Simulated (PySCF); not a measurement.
A calculated (PBE0, PySCF 2.14, pcseg-2, no relativity, point nucleus) atom or ion has these occupied shells.

```
shell  electrons  orbital energy (eV)  rms radius, mean of both spins (bohr)
 1s α          1             -11617.9                                 0.0537
 1s β          1             -11617.9                                 0.0537
 2s α          1              -1489.1                                  0.224
 2s β          1              -1489.1                                  0.224
 2p α          3              -1332.5                                  0.198
 2p β          3              -1332.4                                  0.198
 3s α          1              -214.14                                  0.653
 3s β          1              -214.04                                  0.653
 3p α          3              -160.77                                  0.673
 3p β          3              -160.64                                  0.673
 3d α          5              -67.173                                  0.751
 3d β          5              -67.046                                  0.751
 4s α          1              -34.730                                   1.97
 4s β          1              -33.369                                   1.97
 4p α          1              -24.514                                   2.30
```

(1) Name the element and its charge.

Results:

(1) As²⁺ (arsenic, charge +2), in [Ar] 3d10 4s2 4p1, 2P determinant.
